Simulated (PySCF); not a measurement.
A structure optimised at PBE-D3(BJ)/def2-SVP, used in a PySCF frequency run:

```
Ge
H 1 1.5449
H 1 1.5449 2 115.31
Cl 1 2.1703 2 107.99 3 120.85
Br 1 2.3180 2 108.10 3 -121.07
```
Charge 0, spin multiplicity 1.

Write its SMILES, formula and point group.

[Cl][GeH2][Br], BrClGeH₂, Cs

What are its rotational constants (standard atomic weights)?

6.6714, 1.3689, 1.1536 GHz
